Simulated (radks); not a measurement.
Results of a calculation; reference values are marked as such.
Task: Ce+, configuration [Xe] 4f1 5d1 6s1 (not the ground configuration). Level of theory: Dirac Kohn-Sham, PBE, spin-unpolarised, spherical densities, finite nucleus; open shells fill j = l - 1/2 first; Fermi nuclear charge, rms radius 4.8771 fm (a radial shooting solver on a logarithmic mesh with Libxc functionals). Some entries of the table are withheld. Estimate them.

| orbital | occ. | eigenvalue (Ry) | <r> (bohr) |
|---|---|---|---|
| 1s1/2 | 2 | -2957.371 | 0.02457 |
| 2s1/2 | 2 | -473.6863 | 0.1047 |
| 2p1/2 | 2 | -447.2681 | (1) |
| 2p3/2 | 4 | -414.4445 | (2) |
| 3s1/2 | 2 | -102.3359 | 0.2783 |
| 3p1/2 | 2 | -91.14515 | 0.2681 |
| 3p3/2 | 4 | -84.69472 | 0.2802 |
| 3d3/2 | 4 | -65.12508 | 0.2513 |
| 3d5/2 | 6 | -63.73997 | 0.2552 |
| 4s1/2 | 2 | -21.04866 | 0.6373 |
| 4p1/2 | 2 | (3) | 0.6561 |
| 4p3/2 | 4 | (4) | 0.6833 |
| 4d3/2 | 4 | -8.68146 | (5) |
| 4d5/2 | 6 | -8.43877 | (6) |
| 5s1/2 | 2 | -3.40795 | 1.518 |
| 5p1/2 | 2 | -2.27542 | 1.702 |
| 5p3/2 | 4 | -2.07338 | 1.782 |
| 4f5/2 | 1 | -0.83626 | 1.093 |
| 4f7/2 | 0 | -0.81182 | 1.105 |
| 5d3/2 | 1 | -0.63659 | 2.693 |
| 6s1/2 | 1 | -0.62242 | 3.991 |
| 5d5/2 | 0 | -0.61974 | 2.742 |

Result: 
(1) 2p1/2 <r> (bohr): 0.08795
(2) 2p3/2 <r> (bohr): 0.09415
(3) 4p1/2 eigenvalue (Ry): -16.89173
(4) 4p3/2 eigenvalue (Ry): -15.50658
(5) 4d3/2 <r> (bohr): 0.7388
(6) 4d5/2 <r> (bohr): 0.7485
